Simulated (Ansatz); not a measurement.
# Ligand exchange: InH2Cl + NaNH2 → InH2(NH2) + NaCl

Species: InH2Cl `[Cl][InH2]`, singlet; NaNH2 `[NH2][Na]`, singlet; InH2(NH2), singlet; NaCl, singlet. The partners trade Cl for NH2: In–Cl and Na–NH2 bonds give way to In–NH2 and Na–Cl.

Shapes, held fixed at every level: PBE0-D4/def2-TZVP. Programs: Ansatz 0.2.0. The zero-point and thermal change to 298 K, harmonic and unscaled (PBE0-D4/def2-TZVP), is +5.1 kJ/mol.

Q: Estimate ΔH(298 K) of this reaction.

A: The highest level, CCSD(T)/def2-TZVPP, gives ΔH(298 K) = -109.6 kJ/mol; the levels span -111.8 to -99.2. The column of differences is taken from that level and isn't an error. No measured value is set beside it here. For atoms past krypton def2 sets carry core potentials with scalar relativity. Outer-core shells of In, Na are correlated, in sets that cover them unevenly. Times are processor times on shared x86 and Arm servers, and rough.

```tsv
level	kind	ΔH(298 K) (kJ/mol)	less CCSD(T)/def2-TZVPP	CPU time (sum over the molecules)
PBE-D4/def2-TZVPP	GGA	-99.2	+10.4	8 s
r2SCAN0-D4/def2-TZVPP	global hybrid	-111.8	-2.2	14 s
wB97X-V/def2-TZVPP	range-separated hybrid	-111.0	-1.4	23 s
B2PLYP/def2-TZVPP	double hybrid	-106.5	+3.1	14 s
MP2/def2-TZVPP	perturbation theory	-109.4	+0.2	–
CCSD/def2-TZVPP	coupled cluster or CI	-111.2	-1.6	–
CCSD(T)/def2-TZVPP	coupled cluster or CI	-109.6	0.0	33 s
```
